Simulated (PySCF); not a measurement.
Input of a response calculation (the driver script's job line, then coordinates in Å):

```
{"job": {"kind": "uv", "xc": "PBE0", "basis": "def2-SVPD", "nstates": 8, "ntriplets": 3}, "charge": 0, "multiplicity": 1}
O      2.851991     0.859909     0.387669
C      2.807597    -0.296555     0.097191
O      1.735091    -1.044606    -0.127401
C      0.450215    -0.529780    -0.052476
C      0.119780     0.752285    -0.478339
C     -1.209455     1.130208    -0.383173
C     -2.139278     0.229268     0.112859
C     -1.692273    -1.025256     0.496349
N     -0.426994    -1.395586     0.418362
H      3.694594    -0.942229    -0.020183
H      0.869075     1.424471    -0.861503
H     -1.511873     2.118237    -0.696748
H     -3.181495     0.492503     0.196968
H     -2.367654    -1.773341     0.888258
```

Its output, with some lines taken out ([cut]) and without the SCF cycles:

```
converged SCF energy = -436.0565005923

[cut]

Singlet excitations
state   eV       nm        f      main configurations
[cut]
[cut]
  3   5.4769    226.4   0.06201   H->L 0.60, H-2->L+1 0.13, H-1->L+1 0.10
  4   5.6757    218.4   0.01407   H-2->L 0.21, H-2->L+2 0.16, H-3->L+1 0.15
  5   5.9379    208.8   0.10098   H->L+1 0.72, H->L 0.12, H-2->L 0.11
  6   6.5872    188.2   0.05619   H-2->L+1 0.37, H-2->L 0.32, H-3->L 0.13
  7   6.8162    181.9   0.00618   H->L+2 0.61, H-3->L 0.29
[cut]

Triplet excitations (Tamm-Dancoff, eV): 4.1922 4.4850 4.5167
```

Level of theory: TDDFT PBE0/def2-SVPD, vertical, gas phase, core orbitals frozen in the response in PySCF 2.14.0, density-fitted response routines. The structure is a single GFN2-xTB conformer in the gas phase; no vibrational or solvent corrections.

Task: What stood in the cut lines?

Result: 
```
Static polarisability (au): isotropic 80.405, principal 50.107 82.722 108.386
  1   5.2036    238.3   0.00296   H-1->L 0.91
  2   5.4350    228.1   0.00693   H-1->L+1 0.77
  8   6.9410    178.6   0.00087   H-1->L+2 0.88
```

Task: Which orbital energies lie behind H and L?

Result: HOMO -7.73 eV and LUMO -1.18 eV, a gap of 6.55 eV; state 1 differs from that by -1.35 eV.

Task: What transition dipole goes with state 5?

Result: |μ|² = 3f / (2ΔE) = 3 × 0.1010 / (2 × 0.2182) = 0.694 au, so |μ| = 2.12 D.

Task: Give the energy of state 8 in hartree, cm⁻¹ and kJ/mol.

Result: 0.25508 hartree, 55983 cm⁻¹, 669.7 kJ/mol.

Task: Write the structure that the coordinates describe.

Result: `O=COc1ccccn1` (C6H5NO2), point group C1.

H and L stand for HOMO and LUMO.

Hardware: one thread of an x86-64 server, no GPU, on a shared host. Cost: 85 s.
